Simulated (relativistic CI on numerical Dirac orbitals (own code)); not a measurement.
Au⁵⁺: 5d valence photoemission

Computed with this model: Dirac-Coulomb-Breit CI, separate exchange-only KLI orbitals for each configuration, a model potential for QED, valence Slater integrals scaled by 0.7, multiplet model of photoemission in the sudden approximation; configurations [Xe] 4f14 5d6 → [Xe] 4f14 5d5; 300 K; Lorentzian 0.21 eV and Gaussian 0.5 eV FWHM. Energies are those of the free ion, without screening or charge transfer. The energies are binding energies and can lie tens of eV above those of solids. S is read from ⟨S²⟩ = S(S + 1).

Field parameters in Wybourne normalisation: D3d B²₀ = −7Dσ, B⁴₀ = −14Dq − 21Dτ, B⁴₃ = −14√(10/7) Dq; Td as Oh with Dq negative (B⁴₀ = 21Dq, B⁴₄ = √(5/14) B⁴₀). The field is a parameter set, without covalency.

Computed curve for free ion, scaled to 100 at the maximum (points under 2 are left out and the grid is thinned):

```
Energy (eV)  Intensity
       74.4        2.2
       74.5        2.8
       74.6        3.8
       74.8        8.7
       74.9       14.4
       75.0       23.4
       75.1       35.7
       75.3       58.2
       75.4       60.0
       75.5       53.4
       75.6       41.3
       75.8       18.0
       75.9       11.2
       76.0        7.4
       76.1        5.4
       76.3        4.1
       76.4        4.2
       76.5        5.0
       76.6        6.6
       76.8       13.9
       76.9       19.4
       77.0       24.4
       77.1       27.1
       77.2       26.5
       77.4       18.9
       77.5       15.8
       77.6       15.5
       77.7       19.0
       77.9       39.9
       78.0       56.8
       78.1       75.0
       78.2       90.7
       78.4      100.0
       78.5       91.5
       78.6       76.6
       78.7       58.8
       78.9       29.2
       79.0       21.3
       79.1       17.8
       79.2       17.0
       79.3       16.9
       79.5       14.4
       79.6       11.9
       79.7        9.5
       79.8        7.8
       80.0        7.1
       80.1        7.4
       80.2        7.7
       80.3        7.6
       80.5        5.7
       80.6        4.5
       80.7        3.5
       80.8        3.1
       81.0        3.8
       81.1        4.6
       81.2        5.3
       81.3        5.4
       81.5        3.9
       81.6        2.9
       81.7        2.0
```

The ground state has S = 1.71, and the centroid lies at 77.64 eV.
